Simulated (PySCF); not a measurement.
Ne²⁺: excitation energy

Ne²⁺ [He] 2s2 2p4 (3P) → Ne²⁺ [He] 2s1 2p5 (3P), as a difference of total energies. Calculation: PySCF 2.14, in aug-cc-pCVTZ-DK (7s6p4d2f, 59 functions); the spin-free X2C one-electron Hamiltonian (Gaussian nucleus). Correlated levels: valence: 1s2 frozen; valence and next inner shell: nothing frozen. The calculations carry no spin-orbit coupling.

```tsv
method	excitation energy (eV)
UHF	26.701
LDA	22.798
PBE	23.122
PBE0	24.048
r2SCAN	24.105
r2SCANh	24.339
BHandHLYP	24.892
M06	23.609
PW91	23.094
MP2 (valence)	25.730
SCS-MP2 (valence)	25.635
MP2 (valence and next inner shell)	25.658
SCS-MP2 (valence and next inner shell)	25.594
```

Q: How much does correlation contribute at MP2 (valence and next inner shell)?

A: 25.658 − (26.701) = -1.043 eV, measured against UHF.
